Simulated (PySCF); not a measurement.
**How methods differ on the excitation energy of F⁺**

F⁺ [He] 2s2 2p4 (3P) → F⁺ [He] 2s2 2p3 3s1 (5S), as a difference of total energies. All numbers are calculated (PySCF 2.14, no relativity, point nucleus, in aug-cc-pwCVDZ (5s4p2d, 27 functions)). Correlated levels: valence and next inner shell: nothing frozen. The calculations carry no spin-orbit coupling.

```tsv
method	excitation energy (cm⁻¹)
UHF	167200
MP2 (valence and next inner shell)	172670
SCS-MP2 (valence and next inner shell)	173200
CCSD (valence and next inner shell)	172330
CCSD(T) (valence and next inner shell)	172410
```

Errors of the correlated levels include the incompleteness of this basis.

For comparison: 176330 cm⁻¹ (measured; NIST levels, between the centres of gravity of the two terms).
